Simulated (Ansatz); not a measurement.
H2OSTe, singlet, at a GFN2-xTB geometry (all electrons, no relativity), with bond 3-2 at 1.8 times its length; SC-NEVPT2/STO-3G, CASSCF(4,6) run with Ansatz (a quantum-chemistry and plane-wave program).

Here is a job for Ansatz.
Ansatz 0.2 input:
```yaml
crystal:
  periodic: [false, false, false]
  atoms:
    - {symbol: Te, position_ang: [0.54520299, -0.00580676, 0.04251679]}
    - {symbol: O, position_ang: [-0.15605852, -1.78592363, 0.57751236]}
    - {symbol: H, position_ang: [-0.42966981, -2.81120757, -0.78330467]}
    - {symbol: S, position_ang: [-1.55457082, 0.97661555, -0.46367796]}
    - {symbol: H, position_ang: [-1.92088919, 1.31901721, 0.76637287]}
basis:
  gaussian:
    orbitals: STO-3G
magnetization: {spin_polarized: false}
correlation: {method: sc_nevpt2, electrons: all, active_space: {window: {electrons: 4, orbitals: 6}}}
```

### Question
Predict the main parts of the log of this Ansatz run.

### Answer

```
Functional definition: HF
484 factors; integrals over basis functions are off by at most 3.1e-5 eV
mean field evaluation 1: about -190887.4370 eV, gradient 2.2e1 eV
mean field evaluation 2: about -190887.4872 eV, gradient 2.2e1 eV
mean field evaluation 4: about -190890.1212 eV, gradient 1.7e0 eV
mean field evaluation 8: about -190890.1491 eV, gradient 4.9e-2 eV
mean field -190890.14914057 eV, -7015.0835909256 hartree, gradient 1.7e-6 eV, S^2 0.000000; 0 other end points of the search recorded, 0 dependent functions left out; unrestricted orbitals would lower it
reference -190890.14914057 eV, -7015.0835909256 hartree; 39, 39 occupied and 4, 4 virtual orbitals, 484 factors
state -190894.34659577 eV, -7015.2378445592 hartree
state -190894.34659577 eV, -7015.2378445592 hartree; corrected -190895.22263934 eV, -7015.2700385666 hartree
Total energy: -190895.22263934 eV, -7015.2700385666 hartree
```
